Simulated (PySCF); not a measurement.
**Cr⁻ (chromium, charge -1) across methods**

[Ar] 3d5 4s2, high-spin 6S determinant. Calculation: PySCF 2.14, in aug-cc-pwCVTZ-DK with one added diffuse shell each of s, p, d, f, g type (11s10p8d5f4g, 152 functions); the spin-free X2C one-electron Hamiltonian (Gaussian nucleus).

```tsv
method	E (hartree)	mean ε 4s α (eV)	mean ε 3d α (eV)	mean ε 4s β (eV)	Σ⟨r²⟩ (bohr²)	⟨S²⟩
LDA	-1048.484	-2.825	-2.079	0.615	321.4	9.744
PBE0	-1050.592	-0.458	-0.516	0.681	100.1	8.935
UHF	-1049.65083	-3.498	-7.329	0.116	227.4	9.560
r2SCAN	-1050.775	-0.369	0.666	0.906	102.0	9.049
PBE	-1050.563	-2.672	-1.924	0.589	328.4	9.737
```

⟨S²⟩ = 9.74 against 8.75 shows spin contamination. At LDA the highest occupied level has a positive energy, so only the finite basis holds that electron; in a semilocal or global hybrid functional this comes from self-interaction and does not mean that the real anion is unbound.

The highest occupied level is positive at LDA, PBE0, UHF, r2SCAN, PBE: only the finite basis holds that electron, at UHF too, so the state is unbound at these levels.
